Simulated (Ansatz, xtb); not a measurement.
# Relaxing a trial structure of FGaHNSi

The starting geometry of this gas-phase triplet was built from a drawn formula by distance geometry and a force field; its bonds are those of `[H]/N=[Si](\F)[Ga]`.

```xyz
5

F    -1.5801    2.2355    1.7601
Ga   -1.1003   -0.9943    2.9039
N    -3.0335    0.1878    0.3436
Si   -1.9784    0.6159    1.5149
H    -3.4630    0.9097   -0.2354
```

Q: Predict what it relaxes into with r2SCAN-D4/def2-SVP.

A: It keeps its bonds, and is `[H]/N=[Si](\F)[Ga]`.

The energy falls by 0.19 eV over 10 steps:

```json
{"step": "1", "E − E(last) (eV)": "0.185"}
{"step": "2", "E − E(last) (eV)": "0.088"}
{"step": "3", "E − E(last) (eV)": "0.021"}
{"step": "4", "E − E(last) (eV)": "0.015"}
{"step": "5", "E − E(last) (eV)": "0.005"}
{"step": "6", "E − E(last) (eV)": "0.002"}
{"step": "7", "E − E(last) (eV)": "0.001"}
{"step": "8", "E − E(last) (eV)": "0.000"}
{"step": "9", "E − E(last) (eV)": "0.000"}
{"step": "10", "E − E(last) (eV)": "0.000"}
```

Final geometry (Å):

```xyz
5

F    -1.4283    2.2528    1.9251
Ga   -1.1750   -0.9924    2.7965
N    -2.9977    0.2445    0.3973
Si   -1.9959    0.7852    1.5042
H    -3.5585    0.6644   -0.3360
```

From the same start GFN2-xTB ends elsewhere, differing in F1–Ga2 (1.82 against 3.37 Å here), F1–Si4 (3.26 against 1.63 Å here).

The end wasn't checked by frequencies. Open shells are spin-unrestricted. The triplet needn't be the ground state. Run with Ansatz 0.2.0, 2.4 min on 1 thread of Arm Neoverse V1 (shared host).
